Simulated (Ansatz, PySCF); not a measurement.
W(NH)(F)3(Cl) (ClF₃HNW), SMILES [F][W]([Cl])(=[NH])([F])[F], multiplicity 1. Atoms are numbered in the order given.

```xyz
7

W     -0.1811     0.0024     0.0000
N     -0.6125    -1.6562     0.0000
H     -0.8686    -2.6389     0.0000
F     -0.1062     0.4492    -1.8195
F     -1.7855     0.9800     0.0000
F     -0.1062     0.4492     1.8195
Cl     2.1332     0.0098     0.0000
```

Coordinates come from a B3LYP-D3(BJ)/def2-SVP optimisation. The spin state was assumed, not searched. The structure was generated by enumeration; whether it is a known compound was not checked. The def2 effective core potentials stand for the cores of W; spin–orbit coupling is left out.

Two levels are set side by side: PBE-D3(BJ)/def2-SVP (Ansatz, a first-principles code) and B3LYP-D3(BJ)/def2-SVP (Ansatz). Each level has its own optimised geometry; the coordinates shown are those of the second. Frequencies come from the Hessian of PySCF at each geometry. Differences are taken from unrounded values.

```csv
quantity,B3LYP-D3(BJ)
mean bond length (Å),1.779
bond W1–N2 (Å),1.714
bond W1–F4 (Å),1.875
bond W1–F5 (Å),1.879
bond W1–F6 (Å),1.875
bond W1–Cl7 (Å),2.314
bond N2–H3 (Å),1.015
highest harmonic wavenumber (cm⁻¹),3652
mean harmonic wavenumber (cm⁻¹),654
zero-point energy (kcal/mol),14.02
```

Q: What does PBE-D3(BJ) give, and how far is it from B3LYP-D3(BJ)? (An estimate is asked for; the answer gives what the named calculation found.)

A: 
```
quantity                            PBE-D3(BJ)  PBE-D3(BJ) minus B3LYP-D3(BJ)
----------------------------------  ----------  -----------------------------
mean bond length (Å)                     1.785                          0.007
bond W1–N2 (Å)                           1.724                          0.010
bond W1–F4 (Å)                           1.883                          0.008
bond W1–F5 (Å)                           1.886                          0.007
bond W1–F6 (Å)                           1.883                          0.008
bond W1–Cl7 (Å)                          2.314                          0.000
bond N2–H3 (Å)                           1.022                          0.006
highest harmonic wavenumber (cm⁻¹)        3587                            -65
mean harmonic wavenumber (cm⁻¹)            636                            -18
zero-point energy (kcal/mol)             13.64                          -0.38
```

Exact exchange shortens and stiffens bonds; PBE has none. Differences between two approximate levels are no errors against the true value.
